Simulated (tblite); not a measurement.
Compound: C₈H₁₅P.
SMILES with atom numbers: `[CH:1]#[C:2][CH2:3][P:4]([CH3:5])[CH2:6][CH2:7][CH2:8][CH3:9]` (hydrogens: H10 on C1; H11, H12 on C3; H13, H14, H15 on C5; H16, H17 on C6; H18, H19 on C7; H20, H21 on C8; H22, H23, H24 on C9)

Structure used (GFN2-xTB), in Å, numbered top down from 1:
```xyz
24
C8H15P angstrom
C     -4.198   -1.268    1.367
C     -3.287   -0.514    1.178
C     -2.175    0.363    0.910
P     -0.685   -0.635    0.354
C     -1.389   -1.239   -1.248
C      0.298    0.814   -0.292
C      1.545    0.387   -1.060
C      2.456   -0.552   -0.273
C      3.044    0.091    0.976
H     -5.007   -1.910    1.547
H     -1.899    0.897    1.825
H     -2.449    1.091    0.139
H     -2.238   -1.883   -1.025
H     -1.715   -0.412   -1.879
H     -0.638   -1.826   -1.774
H     -0.339    1.425   -0.940
H      0.580    1.423    0.571
H      2.108    1.282   -1.345
H      1.240   -0.113   -1.982
H      3.269   -0.875   -0.927
H      1.884   -1.439    0.014
H      3.538    1.028    0.728
H      2.268    0.290    1.711
H      3.776   -0.571    1.432
```

Level: GFN2-xTB in tblite, geometry and Hessian alike; calculated harmonic values, unscaled, isolated species. Against measured fundamentals such values can be off by several per cent, at times by over 20. One conformer, not necessarily the lowest.

Harmonic wavenumbers (cm⁻¹): 28.4, 38.3, 56.9, 90.7, 144.4, 172.6, 180.6, 210.6, 248.9, 261.9, 295.2, 324.2, 356.6, 389.8, 457.8, 621.9, 636.1, 667.3, 707.8, 745.7, 763.0, 787.2, 822.8, 869.9, 897.1, 915.2, 940.9, 1004.2, 1023.3, 1062.7, 1079.7, 1105.0, 1145.7, 1165.4, 1180.5, 1219.7, 1264.6, 1279.5, 1317.7, 1351.5, 1352.5, 1400.9, 1413.8, 1440.9, 1447.9, 1458.5, 1480.2, 1493.4, 1502.8, 1512.1, 2286.5, 2902.7, 2910.9, 2931.3, 2940.7, 2954.7, 2958.1, 2966.6, 2974.4, 2978.8, 3012.9, 3016.6, 3024.2, 3036.4, 3043.4, 3399.3.

A = 3067, B = 622.7, C = 590.2 MHz; mass 142.091 u (most abundant isotopes); point group C1, symmetry number 1.

Zero-point energy?

Half the sum of the wavenumbers: 44836 cm⁻¹ = 128.19 kcal/mol.

Give the ideal-gas entropy at 400 K and 1 bar in the rigid-rotor, harmonic-oscillator model (classical rotation).

Translation 42.25, rotation 30.91, vibration 54.91: S = 128.1 cal/(mol K).

And Cp and H(400 K) − H(0)?

Cp = 58.98 cal/(mol K), of which vibrations give 51.03 (their classical limit is 66 R = 131.2); H(400 K) − H(0) = 13.93 kcal/mol without the zero-point energy, 10.75 from vibrations.

Which modes carry the vibrational entropy at 400 K?

28.4 cm⁻¹: 6.52; 38.3 cm⁻¹: 5.93; 56.9 cm⁻¹: 5.14; 90.7 cm⁻¹: 4.22; 144.4 cm⁻¹: 3.31; 172.6 cm⁻¹: 2.97 cal/(mol K); the other 60 give 26.82 together.

Blend soft modes into free rotors: weight 1/[1 + (100 cm⁻¹/ν̃)⁴] for the oscillator and the rest for a rotor with moment μB/(μ + B), μ = h/(8π²ν), B = 10⁻⁴⁴ kg m². What vibrational entropy results?

48.97 cal/(mol K) in place of 54.91, which changes −T·S at 400 K by +2.38 kcal/mol.

What must be added to the electronic energy to get the Gibbs energy at 400 K and 1 bar?

ZPE + [H(400 K) − H(0)] − T·S = 128.19 + 13.93 − 51.23 = 90.89 kcal/mol.

Hindered rotation and anharmonicity are outside this model. Other conformers, if any are populated, would add a mixing term that is left out. The structure is chiral; the term R ln 2 for an equal mix with its mirror image is left out.

Run on an Arm Neoverse V1 with one thread (shared host). This covers the Hessian and the dipole derivatives.
